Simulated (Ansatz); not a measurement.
Molecule: CH₃S, net charge 1, singlet state. It need not be the lowest isomer of its formula. 
Coordinates optimised at B3LYP-D3(BJ)/def2-TZVP (Ansatz, a first-principles code):
```xyz
5

C     -1.0436     0.1489    -0.1497
S      0.5542    -0.0163     0.0308
H     -1.3960     0.9553    -0.7871
H     -1.7690    -0.4998     0.3300
H      0.5598    -1.0882     0.8628
```
Charge +1, spin multiplicity 1.

Parts of the frozen-core correlation energy in STO-3G (Ansatz, hartree). Frozen orbitals: 6; correlated occupied orbitals by spin: 6 and 6; virtual: 5 and 5. Spin-orbit coupling is left out. No relativistic terms. The restricted reference is unstable.

```tsv
term	value
reference (HF)	-432.05568
MP2 opposite-spin	-0.08976
MP2 same-spin	___
CCSD correlation	___
(T)	___
FCI minus CCSD(T)	-0.00056
T1 diagnostic	0.031
largest doubles amplitude	0.209
```

### Question
Complete the blanks.

### Answer

- MP2 same-spin, value: -0.01569
- CCSD correlation, value: -0.13583
- (T), value: -0.00290
